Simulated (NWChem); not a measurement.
## Setting up BH3BrCl (SMILES BCl.Br) in NWChem

The species is BH3BrCl (6 atoms), meant as a singlet with charge 0. As SMILES, `BCl.Br`. The run starts from this shape.

```jsonl
{"atom": "B", "x (Å)": "-0.9715", "y (Å)": "-0.5680", "z (Å)": "-0.6279"}
{"atom": "Cl", "x (Å)": "1.1361", "y (Å)": "-0.1262", "z (Å)": "-1.7475"}
{"atom": "H", "x (Å)": "-0.9282", "y (Å)": "-1.7177", "z (Å)": "-0.7703"}
{"atom": "H", "x (Å)": "-1.6103", "y (Å)": "0.0827", "z (Å)": "-1.3437"}
{"atom": "H", "x (Å)": "1.7670", "y (Å)": "0.4356", "z (Å)": "-0.7342"}
{"atom": "Br", "x (Å)": "-0.3910", "y (Å)": "0.1767", "z (Å)": "1.0198"}
```

Settings wanted:

```
task                   : optimise
method                 : HF
basis set              : STO-3G
integral approximation : none
reference              : RHF
relativity             : none
iteration cap          : 100
symmetry               : none
opt iter               : 60
template               : exchange4
module                 : scf
coordinates            : internal
```

Question: Write the NWChem 7.3.0 input and the command.

Answer: One that was run (others would do as well):

bbrclh3.xyz:
```
6
BBrClH3 hf
B     -0.961100    -0.566350    -0.635070
Cl     1.146530    -0.124520    -1.754670
H     -0.917850    -1.716050    -0.777470
H     -1.599900     0.084390    -1.350890
H      1.777410     0.437200    -0.741370
Br    -0.380620     0.178330     1.012630
```

bbrclh3.nw:
```
start bbrclh3
title "BBrClH3 hf"
memory stack 720 mb heap 180 mb global 900 mb
charge 0
geometry units angstroms noautosym
   load format xyz bbrclh3.xyz
end
basis spherical bse
   * library STO-3G
end
scf
   maxiter 100
   print low
end
driver
   maxiter 60
end
task scf optimize
```

```bash
$ nwchem bbrclh3.nw > bbrclh3.out
```

Calculated total energy at the end of the run: -3025.35495 Eh.
